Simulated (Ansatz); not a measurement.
Start from `CO[Si](O)(F)Cl` and change one atom or group to get `CO[Si](O)(Cl)Br`.

Ansatz, PBE0-D4/def2-TZVP geometries, multiplicity 1. Each molecule was computed in one conformer, which needn't be the lowest.

Scalar relativity is left out up to krypton. Spin–orbit coupling is left out; it splits and shifts lone-pair levels of the heavy atoms by tenths of an eV.

```json
{"property": "size of the dipole moment (PBE/def2-TZVPP) / D", "`CO[Si](O)(F)Cl`": "1.88"}
{"property": "LUMO energy (PBE0/def2-TZVPP) / eV", "`CO[Si](O)(F)Cl`": "0.50"}
{"property": "HOMO–LUMO gap (PBE0/def2-TZVPP) / eV", "`CO[Si](O)(F)Cl`": "9.47"}
{"property": "HOMO–LUMO gap (B3LYP/def2-TZVPP) / eV", "`CO[Si](O)(F)Cl`": "8.83"}
{"property": "LUMO energy (ωB97M-V/def2-TZVPP) / eV", "`CO[Si](O)(F)Cl`": "2.02"}
{"property": "size of the dipole moment (B3LYP/def2-TZVPP) / D", "`CO[Si](O)(F)Cl`": "1.93"}
```

(1) Give the same properties after the change, and the shifts. (Estimate.)

## Answers

(1) The calculation gave: 
```tsv
property	`CO[Si](O)(Cl)Br`	shift
size of the dipole moment (PBE/def2-TZVPP) / D	1.93	0.05
LUMO energy (PBE0/def2-TZVPP) / eV	0.23	-0.27
HOMO–LUMO gap (PBE0/def2-TZVPP) / eV	8.80	-0.67
HOMO–LUMO gap (B3LYP/def2-TZVPP) / eV	8.21	-0.62
LUMO energy (ωB97M-V/def2-TZVPP) / eV	1.98	-0.04
size of the dipole moment (B3LYP/def2-TZVPP) / D	2.00	0.07
```

With PBE0 the HOMO rises by 0.41 eV and the LUMO falls by 0.27 eV, so the gap narrows by about 0.68 eV. PBE moves the HOMO by 0.19 eV and ωB97M-V by 0.56 eV. Dipoles are sizes alone; their direction can turn.

Positive LUMOs are unbound, so they and the gaps depend on the basis.

B3LYP here is the variant with VWN-RPA as its local correlation; programs differ in this.
